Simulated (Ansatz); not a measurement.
Mulliken charges of CH4F2OSSi, SMILES `CO[Si](F)(F)S` from ωB97M-V/def2-TZVPP in Ansatz (PBE0-D4/def2-TZVP geometry).

| atom | x (Å) | y (Å) | z (Å) | charge (e) |
| --- | --- | --- | --- | --- |
| C1 | -0.185 | -1.188 | 1.142 | -0.181 |
| O2 | 0.270 | 0.045 | 0.611 | -0.339 |
| Si3 | -0.235 | 0.742 | -0.748 | 0.806 |
| F4 | -0.347 | -0.370 | -1.873 | -0.293 |
| F5 | -1.691 | 1.346 | -0.612 | -0.291 |
| S6 | 1.027 | 2.326 | -1.282 | -0.213 |
| H7 | -1.169 | -1.067 | 1.603 | 0.130 |
| H8 | -0.243 | -1.957 | 0.367 | 0.126 |
| H9 | 0.526 | -1.505 | 1.905 | 0.128 |
| H10 | 2.130 | 1.577 | -1.111 | 0.128 |

Task: By hand: the dipole of these point charges (1 e Å = 4.8032 D).

Result: Σ q r = (0.285, -0.357, 0.339) e Å, of length 0.569 e Å = 2.73 D.

Task: How does the dipole of the full density compare? (Best estimate.)

Result: Ansatz gave: (0.219, -0.313, 0.262) e Å, 2.22 D; the point charges give 1.23 times that, at 4° from its direction.

Point charges leave out the atoms' own dipoles, such as those of lone pairs, and Mulliken's split depends on the basis, so the two needn't agree.
